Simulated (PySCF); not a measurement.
C4H12Ge, SMILES [CH2]([GeH3])CCC, singlet (GFN2-xTB optimised geometry):

```
17

C      1.339    -1.379    -0.059
C      0.766     0.031     0.000
C     -0.758     0.031     0.000
C     -1.335     1.442     0.000
Ge    -0.808     2.534     1.560
H      1.004    -1.963     0.795
H      1.014    -1.884    -0.967
H      2.426    -1.352    -0.052
H      1.118     0.528     0.911
H      1.126     0.609    -0.855
H     -1.115    -0.505     0.884
H     -1.120    -0.510    -0.880
H     -1.033     1.963    -0.911
H     -2.426     1.384    -0.020
H     -0.861     1.742     2.828
H     -1.732     3.700     1.728
H      0.572     3.102     1.449
```

Calculation: PySCF with CAM-B3LYP/def2-SVP.

Question: What are the frontier orbital energies and the dipole moment?

Answer: HOMO-2 -10.52 eV, HOMO-1 -10.27 eV, HOMO -9.59 eV, LUMO 2.35 eV, LUMO+1 2.81 eV; dipole moment 0.85 D.

Meta-Löwdin charges at CAM-B3LYP/def2-SVP: C1 -0.28, C2 -0.15, C3 -0.15, C4 -0.35, Ge5 0.36, H6 0.09, H7 0.09, H8 0.09, H9 0.08, H10 0.08, H11 0.08, H12 0.08, H13 0.10, H14 0.10, H15 -0.08, H16 -0.08, H17 -0.08.
